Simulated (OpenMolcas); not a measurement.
**Xe6+: CASPT2 settings compared**

```json
{
 "Program": "OpenMolcas 26.06",
 "Basis": "ANO-R2 [7s6p4d2f1g]",
 "Scalar Hamiltonian": "X2C, finite nucleus",
 "Active space": "2 electrons in 4 orbitals (5s 5p)",
 "State averaging": "2S+1 = 3 even, 3 roots; 2S+1 = 1 even, 7 roots; 2S+1 = 3 odd, 3 roots; 2S+1 = 1 odd, 3 roots",
 "Spin-orbit coupling": "RASSI with atomic mean-field integrals over the reference wave functions, term energies averaged over their components"
}
```

Methods on the same reference wave functions:
A. CASSCF
B. SS-CASPT2, IPEA 0.3 Eh, real shift 0.3 Eh (closed shells correlated: 4s 4p 4d)
C. SS-CASPT2, IPEA 0.35 Eh, sigma2 regulariser 0.4 Eh (closed shells correlated: 4s 4p 4d)
D. SS-CASPT2, IPEA 0.35 Eh, no level shift (closed shells correlated: none)
E. MS-CASPT2, IPEA 0.3 Eh, real shift 0.3 Eh (closed shells correlated: 4s 4p 4d)
F. MS-CASPT2, IPEA 0.35 Eh, sigma2 regulariser 0.4 Eh (closed shells correlated: 4s 4p 4d)

Energies in cm-1 above 5s2 1S0, the measured ground level; measured values from Saloman, J. Phys. Chem. Ref. Data 33, 765 (2004).

| Level | A | B | C | D | E | F | Measured |
| --- | --- | --- | --- | --- | --- | --- | --- |
| 5s2 1S0 | 0.0 | 0.0 | 0.0 | 0.0 | 0.0 | 0.0 | 0.0 |
| 5s 5p 3P* 0 | 91712 | 96620 | 96650 | 91750 | 97170 | 97280 | 96141 |
| 5s 5p 3P* 1 | 96075 | 100590 | 100620 | 96000 | 101140 | 101250 | 100451 |
| 5s 5p 3P* 2 | 107466 | 112370 | 112400 | 107500 | 112920 | 113030 | 113676 |
| 5s 5p 1P* 1 | 152714 | 140590 | 140610 | 146690 | 141140 | 141230 | 143259 |
| 5p2 3P0 | 223742 | 224600 | 224650 | 223030 | 225150 | 225270 | 223673 |
| 5p2 3P1 | 232497 | 234320 | 234370 | 232330 | 234870 | 235000 | 234685 |
| 5p2 1S0 | 282683 | 273090 | 273080 | 275360 | 274200 | 274350 | 273208 |

Deviations, from unrounded energies. A percentage is the sum of absolute deviations over the sum of measured energies, with the sign that they share, or ± where signs differ.

```csv
Against measurement,Levels,A,B,C,D,E,F
mean absolute deviation (cm-1),7,5200,860,860,3400,1000,1100
other configurations (%),7,±3.1,±0.5,±0.5,±2.0,±0.6,±0.6
```

B, C lie about equally close to measurement and A furthest from it. The largest miss of B in the table is 5s 5p 1P* 1, by -2700 cm-1. The ranking rests on the paired levels alone, and a cruder setting can come out closer through cancelling errors.

Among B to F the level of the table that moves most is 5s 5p 1P* 1, by 6100 cm-1 (lowest in B, highest in D). Moves below CASPT2's spread within the term are not significant.

The lowest spin-free term lies below A's lowest term by 0.586 hartree in B, 0.586 hartree in C, 0.005 hartree in D, 0.589 hartree in E, 0.589 hartree in F.

Over all roots computed the reference weight is 0.95 to 1.00 in D; the roots of lowest weight are the least certain, and an intruder state may touch them. The ¹D term of p² mixes with s d, which this space lacks. Computed and measured levels are paired by configuration, term and J; levels that our copy of the source lacks, or whose pairing is in doubt (as where it misses far off the trend of its configuration), stay unpaired and out of the deviations. Levels of configurations outside the active space are missing. Levels that lie high or do not pair safely by name in every column are left out.

* marks odd parity.
